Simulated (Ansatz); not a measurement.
A calculation with Ansatz (development build ahead of 0.2.0).

```yaml
crystal:
  periodic: [false, false, false]
  atoms:
    - { symbol: H, position_ang: [1.19997, 0.0001, 9.0e-05] }
    - { symbol: H, position_ang: [0.74808, 0.9383, 0.00029] }
    - { symbol: H, position_ang: [-0.2671, 1.16989, -0.00025] }
    - { symbol: H, position_ang: [-1.08125, 0.52073, 7.0e-05] }
    - { symbol: H, position_ang: [-1.08121, -0.52048, -1.0e-05] }
    - { symbol: H, position_ang: [-0.26686, -1.16965, -7.0e-05] }
    - { symbol: H, position_ang: [0.74832, -0.93826, 0.00016] }
basis:
  gaussian: { orbitals: cc-pVDZ }
magnetization:
  spin_polarized: true
  initial_magnetization: 1
hamiltonian:
  xc: hf
output:
  forces: true
```

The input is written out in the form of the current development build from the run's settings.

Output:

* Converged: yes
* Total energy: -3.68646 hartree
* Spin squared of the determinant: 0.789
* Stability test: minimum

Forces (eV/Å):
```json
{"atom": "H1", "Fx": "1.024", "Fy": "2.395", "Fz": "0.001"}
{"atom": "H2", "Fx": "-0.224", "Fy": "-1.482", "Fz": "-0.001"}
{"atom": "H3", "Fx": "0.713", "Fy": "1.402", "Fz": "0.000"}
{"atom": "H4", "Fx": "-0.189", "Fy": "-2.862", "Fz": "0.000"}
{"atom": "H5", "Fx": "-2.121", "Fy": "3.233", "Fz": "0.001"}
{"atom": "H6", "Fx": "4.150", "Fy": "-0.929", "Fz": "0.001"}
{"atom": "H7", "Fx": "-3.354", "Fy": "-1.758", "Fz": "-0.001"}
```

Caution: the determinant breaks the point group.
